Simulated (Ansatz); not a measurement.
Computed with Ansatz on PBE0-D4/def2-TZVP structures; ΔE is electronic, products minus reactants. CCSD(T)/CBS is the MP2 limit (def2-TZVPP, def2-QZVPP) plus CCSD(T) − MP2 in def2-TZVPP, frozen cores. DFT in def2-TZVPP. B3LYP here is the variant with VWN-RPA as its local correlation; programs differ in this. Each species was taken in one conformer, which may not be the lowest.

`B[Si](O)(F)OC` + `[SiH3]S` → `BS[SiH3]` + `CO[SiH](O)F`  (cleavage of the B–Si bond)

Problem. Is it downhill or uphill in electronic energy at CCSD(T)/CBS, and by how much? (An estimate is asked.)

Solution. The calculation gave: Downhill: ΔE = -29.6 kcal/mol.

Problem. What do these levels give: r2SCAN-D4, B2PLYP, PBE, B3LYP, HF/def2-TZVPP, MP2/def2-QZVPP? (Best estimate.)

Solution. Ansatz gave: r2SCAN-D4 -30.3, B2PLYP -30.1, PBE -29.3, B3LYP -29.1, HF/def2-TZVPP -27.9, MP2/def2-QZVPP -31.8 kcal/mol.

Largest T1 diagnostic among the species: 0.014.

In def2-TZVPP, CCSD(T) changes the Hartree–Fock value by −1.6 kcal/mol (the triples alone add −0.8 kcal/mol) and MP2 by −3.9 kcal/mol.
